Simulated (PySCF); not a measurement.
# Excitation energy of F(2+) by level of theory

F(2+) [He] 2s2 2p3 (4S) → F(2+) [He] 2s1 2p3 3d1 (6D), as a difference of total energies. All numbers are calculated (PySCF 2.14, the spin-free X2C one-electron Hamiltonian (Gaussian nucleus), in aug-cc-pCVTZ-DK (7s6p4d2f, 59 functions)). Correlated levels: valence: 1s2 frozen; valence and next inner shell: nothing frozen. The calculations carry no spin-orbit coupling.

| method | excitation energy (cm⁻¹) |
| --- | --- |
| UHF | 464090 |
| LDA | 476610 |
| PBE | 475000 |
| PBE0 | 476120 |
| r2SCAN | 472450 |
| BHandHLYP | 486110 |
| B3LYP | 483200 |
| M06-2X | 486990 |
| TPSS | 478430 |
| MP2 (valence) | 478920 |
| SCS-MP2 (valence) | 483010 |
| MP2 (valence and next inner shell) | 479180 |
| SCS-MP2 (valence and next inner shell) | 483170 |

The promoted electron is Rydberg-like, and one or two diffuse shells describe it only roughly, which tends to raise the upper state.
